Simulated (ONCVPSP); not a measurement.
hafnium ONCV: all-electron and pseudo phase curves

hafnium, optimised norm-conserving Vanderbilt (ONCV), made with ONCVPSP 4.0.1 (LDA (Perdew-Wang 92), scalar-relativistic). Core [Kr] 4d10 4f14, reference 5s2 5p6 5d2 6s2. Waves: 5s+6s: rc 1.95 bohr, ncon 4, nbas 7, qcut 7.9 1/bohr, 2 projectors; 5p: rc 1.90 bohr, ncon 5, nbas 9, qcut 7.9 1/bohr, 2 projectors, debl 1.6 Ha; 5d: rc 2.70 bohr, ncon 3, nbas 8, qcut 6.8 1/bohr, 2 projectors, debl 1.9 Ha. Local part: polynomial inside 1.20 bohr (lpopt 4, dvloc0 1 Ha). Core correction: Teter function, fcfact 3, rcfact 1.75.

The phase is arctan(r·R′/R) of the radial function R(r), unwrapped; energies in Ha, scanned from -4 to 5 Ha. A pole is an energy at which the radial function vanishes at the test radius. The pseudo phase is shifted by a multiple of π to meet the all-electron one at the reference energy, and phase errors are pseudo minus all-electron; the curves can meet again beyond the range given. Levels narrower than the energy grid can be missing from the lists of poles.

Question: For each channel, where are the poles, and over which energies does the pseudopotential scatter like the atom?

Answer:

```json
{"channel": "s", "radius (bohr)": "1.98", "reference energy (Ha)": "-0.19", "poles, all-electron": "-2.25, 4.26", "poles, pseudo": "-2.25, 4.18", "unbroken range about the reference energy with phases within 0.05 rad": "the whole range", "phase error 1 Ha above the reference energy (rad)": "-0.001"}
{"channel": "p", "radius (bohr)": "1.92", "reference energy (Ha)": "-1.31", "poles, all-electron": "-0.76", "poles, pseudo": "-0.76", "unbroken range about the reference energy with phases within 0.05 rad": "the whole range", "phase error 1 Ha above the reference energy (rad)": "-0.000"}
{"channel": "d", "radius (bohr)": "2.74", "reference energy (Ha)": "-0.11", "poles, all-electron": "0.24, 3.20", "poles, pseudo": "0.24, 3.21", "unbroken range about the reference energy with phases within 0.05 rad": "below 4.7", "phase error 1 Ha above the reference energy (rad)": "+0.001"}
```

Phases in the p channel:

| E (Ha) | all-electron | pseudo |
| --- | --- | --- |
| -3.98 | 1.288 | 1.288 |
| -3.50 | 1.245 | 1.245 |
| -3.02 | 1.174 | 1.174 |
| -2.54 | 1.031 | 1.031 |
| -2.06 | 0.575 | 0.575 |
| -1.58 | -0.865 | -0.865 |
| -1.10 | -1.431 | -1.431 |
| -0.62 | -1.611 | -1.611 |
| -0.14 | -1.720 | -1.721 |
| 0.34 | -1.825 | -1.825 |
| 0.82 | -1.965 | -1.965 |
| 1.30 | -2.227 | -2.227 |
| 1.78 | -2.863 | -2.865 |
| 2.26 | -3.784 | -3.787 |
| 2.74 | -4.226 | -4.228 |
| 3.22 | -4.412 | -4.414 |
| 3.70 | -4.511 | -4.514 |
| 4.18 | -4.574 | -4.577 |
| 4.66 | -4.618 | -4.621 |
